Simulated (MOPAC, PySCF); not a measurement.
H6AlN3, SMILES `[NH2][Al]([NH2])[NH2]`, neutral singlet in the gas phase. 

Cartesian coordinates (Å):
```xyz
10

N      1.7741    -0.1644    -0.0683
Al     0.0000     0.0001     0.0009
N     -1.0223    -1.4469     0.2010
N     -0.7518     1.6114    -0.1319
H      2.2931    -0.9860     0.2220
H      2.4107     0.5498    -0.4048
H     -0.7124    -2.4015     0.0552
H     -1.9982    -1.4350     0.4768
H     -1.7313     1.7803    -0.3329
H     -0.2618     2.4921    -0.0181
```
Charge 0, spin multiplicity 1.

All levels are single points at this geometry (PBE-D3(BJ)/def2-TZVP); Pople sets use spherical d functions. Orbital energies aren't observables, and empty levels follow the basis.

B3LYP/6-311+G** in PySCF gives HOMO (eV) = -6.60.

Estimate the HOMO (eV) from each of these levels: PBE-D3(BJ)/def2-TZVP in PySCF; B3LYP/3-21G in PySCF; B3LYP/6-31G* in PySCF; BP86/6-31G* in PySCF; PBE/6-31G* in PySCF; HF/STO-3G in PySCF; AM1 in MOPAC; PM3 in MOPAC.


| level | HOMO (eV) |
|---|---|
| PBE-D3(BJ)/def2-TZVP in PySCF | -5.29 |
| B3LYP/3-21G in PySCF | -5.45 |
| B3LYP/6-31G* in PySCF | -5.98 |
| BP86/6-31G* in PySCF | -4.88 |
| PBE/6-31G* in PySCF | -4.78 |
| HF/STO-3G in PySCF | -7.18 |
| AM1 in MOPAC | -9.02 |
| PM3 in MOPAC | -8.47 |
